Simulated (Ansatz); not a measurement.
A nudged elastic band was laid between two geometries of ClH3Sn + H2O (8 atoms, charge 0, multiplicity 1).

Theory: RKS PBE0-D4/def2-SVP (Ansatz 0.2.0).

```yaml
movable_images: 7
climbing_image: yes
spring: 5.0 eV/Å²
optimiser: quadratic models (default)
start_path: through a guess of the saddle point
force_threshold: 0.03 eV/Å
iteration_limit: 60
end_points: relaxed
```

Initial state:

```xyz
8
Properties=species:S:1:pos:R:3
Sn -0.652 0.455 -0.861
Cl -0.360 -1.906 -0.627
H -1.530 0.540 -2.336
H -1.595 1.007 0.441
H 0.887 1.159 -1.066
H 0.619 -1.043 1.384
O 0.841 -0.129 1.616
H 1.790 -0.083 1.449
```

Final state:

```xyz
8
Properties=species:S:1:pos:R:3
Sn -0.473 0.885 -0.428
Cl 0.877 -2.546 -0.533
H -1.750 -0.003 -1.109
H -0.981 2.354 0.293
H 0.880 1.112 -1.443
H 0.574 -1.631 0.399
O 0.098 -0.283 1.128
H 0.774 0.111 1.693
```

(1) Which bonds break or form, and what moves?

(2) Give the energies along the band, and the barrier.

(3) What is the geometry of the highest image?

Results:

(1) Bonds broken: Sn1–Cl2, H6–O7. Bonds formed: Sn1–O7, Cl2–H6. ClH3Sn + H2O becomes ClH + H4OSn.

(2) The run converged. The highest image is number 7 of 0 to 8, 19.3 kcal/mol above the first end and 2.2 kcal/mol above the last; the last end lies 17.1 kcal/mol above the first. The profile has 2 maxima (images 3, 7) with wells between them (image 4): this band takes more than one step, which may be the mechanism or a detour left from its start path. A vibrational analysis at the climbing image gives one clearly imaginary mode, 302i cm⁻¹: a first-order saddle point. The orbitals stay closed-shell, which can raise the energy where a bond breaks towards radicals; this wasn't checked here.

```csv
image,path coordinate (Å),energy (kcal/mol),Sn1–Cl2 (Å),H6–O7 (Å),Sn1–O7 (Å)
0,0.00,0.0,2.39,0.97,2.95
1,0.96,1.4,2.39,0.97,3.26
2,1.92,3.2,2.38,0.97,3.56
3,2.88,3.5,2.38,0.97,3.67
4,3.84,2.6,2.38,0.97,3.65
5,4.80,4.2,2.41,0.97,2.90
6,5.76,11.2,2.53,0.99,2.42
7,6.72,19.3,3.07,1.21,2.11
8,7.44,17.1,3.69,1.60,2.03
```

(3) 
```xyz
8
Properties=species:S:1:pos:R:3
Sn -0.433 0.705 -0.519
Cl 0.753 -2.123 -0.712
H -1.797 -0.085 -1.135
H -0.873 2.147 0.315
H 0.920 0.999 -1.502
H 0.511 -1.312 0.577
O 0.118 -0.363 1.209
H 0.801 0.033 1.767
```

Time of the run: 7.1 min on 2 threads of Arm Neoverse V1, on a shared host, peak memory 0.18 GiB.
